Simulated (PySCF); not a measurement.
# Spinor energies of Ta²⁺ (tantalum, charge +2)

Start: [Xe] 4f14 5d2 6s1; 5d5/2 filled at m_j = +3/2, +5/2; 6s1/2 filled at m_j = +1/2. Calculated with PySCF 2.14 in x2c-SVPall-2c with one added diffuse shell each of s, d type (8s9p10d2f, 99 functions): generalised Hartree-Fock with the X2C-1e Hamiltonian and a Gaussian nucleus; one run each with spin-orbit coupling (SO) switched off, then screened by Boettger's factors. This is a chosen level, not necessarily the ground level.

```csv
spinor shell,electrons,"ε, spin-free (eV)","ε, screened SO (eV)",weight of nominal j (screened SO),"rms radius, screened SO (bohr)"
1s1/2,2,-67791.2,-67771.6,1.000,0.0212
2s1/2,2,-11803.5,-11797.4,1.000,0.0853
2p1/2,2,-10349.3,-11255.9,1.000,0.0726
2p3/2,4,-10349.3,-9979.4,1.000,0.0799
3s1/2,2,-2780.3,-2778.4,1.000,0.218
3p1/2,2,-2340.2,-2537.8,1.000,0.210
3p3/2,4,-2340.2,-2258.2,1.000,0.225
3d3/2,4,-1821.0,-1856.2,1.000,0.199
3d5/2,6,-1821.0,-1795.9,1.000,0.203
4s1/2,2,-614.17,-613.65,1.000,0.488
4p1/2,2,-467.11,-512.98,1.000,0.497
4p3/2,4,-467.11,-448.07,1.000,0.530
4d3/2,4,-275.12,-282.20,1.000,0.557
4d5/2,6,-275.12,-270.08,1.000,0.569
5s1/2,2,-106.33,-106.31,1.000,1.18
5p1/2,2,-67.073,-72.968,0.982,1.36
5p3/2,4,-67.073,-64.654,0.990,1.40
4f5/2,6,-60.057,-60.964,0.990,0.699
5d5/2,2,-26.780,-26.525,0.817,2.10
6s1/2,1,-22.588,-22.623,0.983,3.16
```

Q: Where does 4f7/2 lie, and what is the 4f spin-orbit splitting (screened SO)?

A: At -59.095 eV, 1.870 eV above 4f5/2.

| quantity | spin-free | screened SO |
| --- | --- | --- |
| E (hartree) | -15591.46445 | -15608.71387 |
| M_J | 9/2 | 9/2 |
| ⟨J²⟩ | 24.756 | 24.834 |
| ⟨L²⟩ | 12.004 | 12.552 |
| ⟨S²⟩ | 3.751 | 3.703 |

Each row is a mean over spinors that exchange with the open shell spreads, by up to 5.435 eV (5p3/2).

Rows whose weight is well below 1 are mixtures of j = l ± 1/2: exchange outweighs spin-orbit coupling there, and the label is only the starting occupation.

⟨J²⟩ departs a little from M_J(M_J + 1) because the unrestricted spinors polarise the closed shells.

Breit and QED terms are absent; they matter most for the inner s and p1/2 levels.

Densities and radii are taken from the X2C orbitals without a picture-change correction, which distorts them close to the nucleus.

Without spin-orbit coupling the j labels of p, d and f shells carry no meaning; the spin-free column gives the mean over the occupied spinors of each nl shell.
